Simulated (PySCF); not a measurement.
Isomers of C2H14NPSi4, mass 194.994 u with the commonest isotopes. The calculation used PBE0/pcSseg-1 in PySCF (dipole) on a GFN2-xTB geometry, gas phase. One conformer each, none proved a minimum here; rigid rotors.

Task: Order these by radius of gyration √(Σ m r²/M), largest first.
A. `[CH3:1][Si@@H:2]1[SiH2:3][Si@@H:4]([CH3:5])[Si:6]1([NH2:7])[PH2:8]` with Si4–Si6–N7–H 163° and -63°, Si4–Si6–P8–H -70° and 22°
B. `[SiH3:1][CH2:2][NH:3][Si@@H:4]1[CH2:5][SiH2:6][Si@H:7]1[PH2:8]` with Si1–C2–N3–Si4 -90°, C2–N3–Si4–C5 -59°, Si6–Si7–P8–H 41° and -52°
C. `[CH3:1][CH2:2][Si@:3]1([NH2:4])[SiH2:5][Si@H:6]([PH2:7])[SiH2:8]1` with C1–C2–Si3–N4 75°, C2–Si3–N4–H -40° and 178°, Si5–Si6–P7–H -48° and 44°, C2–Si3–Si5–Si6 -113°, Si3–Si5–Si6–P7 107°, Si5–Si6–Si8–Si3 6°, C2–Si3–Si8–Si6 109°

Result: B (2.874 Å), C (2.536 Å), A (2.427 Å).

Task: Order these by dipole moment, largest first.
A. `[SiH3:1][CH2:2][NH:3][Si@@H:4]1[CH2:5][SiH2:6][Si@H:7]1[PH2:8]` with Si1–C2–N3–Si4 -90°, C2–N3–Si4–C5 -59°, Si6–Si7–P8–H 41° and -52°
B. `[CH3:1][CH2:2][Si@:3]1([NH2:4])[SiH2:5][Si@H:6]([PH2:7])[SiH2:8]1` with C1–C2–Si3–N4 75°, C2–Si3–N4–H -40° and 178°, Si5–Si6–P7–H -48° and 44°, C2–Si3–Si5–Si6 -113°, Si3–Si5–Si6–P7 107°, Si5–Si6–Si8–Si3 6°, C2–Si3–Si8–Si6 109°
C. `[CH3:1][Si@@H:2]1[SiH2:3][Si@@H:4]([CH3:5])[Si:6]1([NH2:7])[PH2:8]` with Si4–Si6–N7–H 163° and -63°, Si4–Si6–P8–H -70° and 22°

Result: B (2.87 D), A (1.43 D), C (0.85 D).

Task: Order these by out-of-plane moment Σ m c² = (Ia + Ib − Ic)/2, largest first.
A. `[CH3:1][Si@@H:2]1[SiH2:3][Si@@H:4]([CH3:5])[Si:6]1([NH2:7])[PH2:8]` with Si4–Si6–N7–H 163° and -63°, Si4–Si6–P8–H -70° and 22°
B. `[SiH3:1][CH2:2][NH:3][Si@@H:4]1[CH2:5][SiH2:6][Si@H:7]1[PH2:8]` with Si1–C2–N3–Si4 -90°, C2–N3–Si4–C5 -59°, Si6–Si7–P8–H 41° and -52°
C. `[CH3:1][CH2:2][Si@:3]1([NH2:4])[SiH2:5][Si@H:6]([PH2:7])[SiH2:8]1` with C1–C2–Si3–N4 75°, C2–Si3–N4–H -40° and 178°, Si5–Si6–P7–H -48° and 44°, C2–Si3–Si5–Si6 -113°, Si3–Si5–Si6–P7 107°, Si5–Si6–Si8–Si3 6°, C2–Si3–Si8–Si6 109°

Result: C (168.36 u·Å²), A (131.37 u·Å²), B (60.80 u·Å²).

```
                            SMILES  point group  Ia (u·Å²)  Ib (u·Å²)  Ic (u·Å²)      κ  μa (D)  μb (D)  μc (D)
 CC[Si@]1(N)[SiH2][Si@H](P)[SiH2]1           C1     422.79     999.33    1085.41  -0.89    2.75    0.37    0.70
C[Si@@H]1[SiH2][Si@@H](C)[Si]1(N)P           C1     585.42     694.74    1017.42   0.26    0.06    0.79    0.31
   [SiH3]CN[Si@@H]1C[SiH2][Si@H]1P           C1     363.95    1307.40    1549.76  -0.89    1.17    0.81    0.14
```
